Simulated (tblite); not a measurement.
Task: Give a GFN2-xTB geometry of `C=CCn1ncc(C)c1C`.

Result: 
Z-matrix in Å and degrees, rows numbered from 1:
```
C 
C   1  1.3191
C   2  1.5017  1  124.30
N   3  1.4387  2  111.41  1   128.04
N   4  1.3311  3  120.40  2   103.53
C   5  1.3192  4  105.94  3  -178.11
C   6  1.4033  5  111.28  4     0.19
C   7  1.4904  6  127.94  5  -179.86
C   4  1.3548  3  127.53  2   -73.85
C   9  1.4854  4  122.69  3    -2.78
H   1  1.0785  2  121.78  3     0.29
H   1  1.0766  2  122.01  3   179.53
H   2  1.0816  1  121.12  3   179.51
H   3  1.0945  2  109.51  1  -114.90
H   3  1.0944  2  110.54  1     5.58
H   6  1.0723  5  120.29  4  -179.67
H   8  1.0902  7  110.71  6  -124.25
H   8  1.0872  7  110.06  6    -4.13
H   8  1.0906  7  110.76  6   115.92
H  10  1.0910  9  110.69  4   -64.40
H  10  1.0865  9  109.71  4   175.89
H  10  1.0898  9  110.80  4    55.54
```

Of the pairs four or more bonds apart, C2···H22 is among the closest relative to their van der Waals radii: 2.85 Å, 98 % of the sum of Bondi's values. The 6 C–C bonds span 1.319 Å (C1=C2, drawn double) to 1.502 Å (C2–C3, drawn single), a spread of 0.183 Å. N4 (pyrrole-type nitrogen) is planar (angles 127.5°, 120.4° and 112.0°, sum 360.0°, 0.02 Å off the plane of its three neighbours). The 5-membered ring N4–N5–C6–C7–C9 has internal angles of 104.3° to 112.0°; it is planar, 0.00 Å rms from its mean plane, widest ring torsion 0°.

Structure optimised with GFN2-xTB, isolated species.

Point group: C1 (no symmetry element, even within 0.4 Å). Its GFN2-xTB frequencies are all real (lowest 49 cm⁻¹). One conformer, not necessarily the lowest (C1–C2–C3–N4 128°, C2–C3–N4–N5 104°). 3 starts were optimised and ended at 0.00, 1.07 and 1.10 kcal/mol (GFN2-xTB); the lowest of these is shown.

On Arm Neoverse V1, one thread (shared host), this took 0.7 s wall. These figures are those of the optimisation.

All values are computed, not measured.
